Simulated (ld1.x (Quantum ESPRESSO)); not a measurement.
**Configuration tests for Zr (Z = 40) (ultrasoft)**

- Element: Zr (Z = 40)
- Generator: ld1.x (Quantum ESPRESSO) 7.5
- Type: ultrasoft
- Functional: PBE
- Relativity: fully relativistic
- Frozen core: [Kr]
- Valence charge: 4
- Reference configuration: 4d2 5s0 5p0 (charge +2)
- Partial waves: 5s (bound, empty): rcut 2.80, rcutus 3.15 bohr; 5s channel at -0.75 Ry: rcut 2.80, rcutus 3.15 bohr; 5p (bound, empty): rcut 2.80, rcutus 3.40 bohr; 5p channel at 3.95 Ry: rcut 2.80, rcutus 3.40 bohr; 4d (bound): rcut 1.45, rcutus 1.85 bohr; 4d channel at -0.75 Ry: rcut 1.45, rcutus 1.85 bohr
- Local potential: all-electron potential smoothed inside 2.20 bohr (lloc = -1)
- Core correction: none
- Augmentation charge: PSQ, inside the norm-conserving radii

Open shells are filled in proportion to 2j + 1 (rel_dist='average').

Energies are relative to the spin-unpolarised reference configuration 4d2 5s0 5p0; without spin polarisation the order of configurations can differ from experiment. Not all tests gave a result: test run stopped at test 5 of 7 (negative rho).

Task: Give the all-electron excitation energy and the error of the potential for: 4d2 5s2 5p0; 4d2 5s1 5p0; 4d1 5s0 5p0; 4d1 5s2 5p0.

Result:

```csv
valence configuration,charge,ΔE all-electron (eV),error AE − PS (meV)
4d2 5s2 5p0,0,-20.077,+513
4d2 5s1 5p0,+1,-12.940,+211
4d1 5s0 5p0,+3,22.624,+141
4d1 5s2 5p0,+1,-12.415,+662
```

Levels in the configuration 4d2 5s2 5p0:

```json
{"level": "4d j=3/2", "all-electron (eV)": "-3.677", "pseudo (eV)": "-3.607"}
{"level": "4d j=5/2", "all-electron (eV)": "-3.548", "pseudo (eV)": "-3.484"}
{"level": "5s j=1/2", "all-electron (eV)": "-4.439", "pseudo (eV)": "-4.699"}
```

Note: ghost state, extra bound levels that the all-electron valence spectrum of the same l lacks: s at -30.5 eV. A true bound ghost makes a file unfit for plane-wave use.
